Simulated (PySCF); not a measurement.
## From a computed spectrum to the compound

A species of 9 atoms with charge 1 has these harmonic modes (PBE0, small Gaussian bases with core potentials, PySCF 2.14.0):

```json
{"cm⁻¹": "49", "km/mol": "0.0", "symmetry": "a"}
{"cm⁻¹": "63", "km/mol": "1.3", "symmetry": "b"}
{"cm⁻¹": "135", "km/mol": "0.0", "symmetry": "a"}
{"cm⁻¹": "382", "km/mol": "0.0", "symmetry": "a"}
{"cm⁻¹": "400", "km/mol": "21.4", "symmetry": "b"}
{"cm⁻¹": "416", "km/mol": "54.4", "symmetry": "b"}
{"cm⁻¹": "480", "km/mol": "0.4", "symmetry": "a"}
{"cm⁻¹": "482", "km/mol": "90.9", "symmetry": "b"}
{"cm⁻¹": "512", "km/mol": "24.1", "symmetry": "a"}
{"cm⁻¹": "1159", "km/mol": "2.7", "symmetry": "b"}
{"cm⁻¹": "1162", "km/mol": "3.8", "symmetry": "a"}
{"cm⁻¹": "1370", "km/mol": "2.9", "symmetry": "a"}
{"cm⁻¹": "1374", "km/mol": "13.4", "symmetry": "b"}
{"cm⁻¹": "1378", "km/mol": "14.5", "symmetry": "b"}
{"cm⁻¹": "1386", "km/mol": "14.9", "symmetry": "a"}
{"cm⁻¹": "3009", "km/mol": "11.0", "symmetry": "b"}
{"cm⁻¹": "3010", "km/mol": "5.2", "symmetry": "a"}
{"cm⁻¹": "3110", "km/mol": "0.0", "symmetry": "a"}
{"cm⁻¹": "3111", "km/mol": "0.5", "symmetry": "b"}
{"cm⁻¹": "3122", "km/mol": "0.0", "symmetry": "a"}
{"cm⁻¹": "3122", "km/mol": "0.6", "symmetry": "b"}
```

(1) Which species is it, and in which structure?

Results:

(1) [Tm(CH3)2]+ (singlet in the valence; each metal's 4f electrons, 12 of them, lie in its core potential, out of spins and levels):
```xyz
9

Tm    0.0000    0.0000   -0.2252
C     1.7103   -0.0171    1.2090
H     2.6928    0.2075    0.7535
H     1.5319    0.7234    2.0119
H     1.7959   -1.0005    1.7108
C    -1.7103    0.0171    1.2090
H    -2.6928   -0.2075    0.7535
H    -1.5319   -0.7234    2.0119
H    -1.7959    1.0005    1.7108
```
Ideal gas at 298.15 K and 1 bar: S = 356.0 J/(mol K), Cp = 96.1 J/(mol K), H − H(0 K) = 20.4 kJ/mol (rigid rotor, harmonic modes, spin degeneracy alone, that of the 4f electrons in the core included; the modes under 60 cm⁻¹ make these uncertain). An lcecp potential fixes the number of 4f electrons, so in runs with it no electron can move into or out of that shell.
 The answer isn't unique; the calculation gave this one.
